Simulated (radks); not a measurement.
Values are calculated unless marked as measured or tabulated.
The boron ion B2+ inside a hard spherical wall (all orbitals vanish at R), configuration held at [He] 2s1 and not refilled when levels cross. Level of theory: non-relativistic Kohn-Sham, LDA (Slater exchange, VWN5 correlation), spin-unpolarised, spherical densities, point nucleus; without spin polarisation the odd electron is poorly described (a radial shooting solver on a logarithmic mesh with Libxc functionals). Eigenvalues in eV, with the zero of energy where the potential of the charges vanishes at infinity; a dash marks a level that is unbound or too diffuse for the functional's potential to be trusted. A positive occupied level is held by the wall or, in an anion where self-interaction has pushed it up, behind a barrier. The pressure on the wall is -dE/dV.

\begin{tabular}{lrrrrrrr}
R (bohr) & E (hartree) & kinetic (hartree) & e(1s) & e(2s) & e(2p, empty) & e(3s, empty) & pressure (GPa) \\ \hline
free & -23.10879 & 22.974 & -209.08 & -31.325 & -25.514 & -10.265 & 0 \\
20 & -23.10879 & 22.974 & -209.08 & -31.325 & -25.514 & -10.265 & < 0.0001 \\
15 & -23.10879 & 22.974 & -209.08 & -31.325 & -25.514 & -10.265 & < 0.0001 \\
12 & -23.10879 & 22.974 & -209.08 & -31.325 & -25.514 & -10.263 & < 0.0001 \\
8 & -23.10879 & 22.974 & -209.08 & -31.325 & -25.514 & -10.033 & < 0.0001 \\
4 & -23.09795 & 23.059 & -208.62 & -30.840 & -24.947 & 3.459 & 3.53 \\
2.5 & -22.84950 & 24.050 & -204.66 & -22.616 & -17.782 & 63.606 & 201 \\
2 & -22.36718 & 25.425 & -200.62 & -8.018 & -7.071 & 133.25 & 937 \\
1.5 & -20.79597 & 29.089 & -192.60 & 37.560 & 22.145 & 303.16 & 5860 \\
\end{tabular}
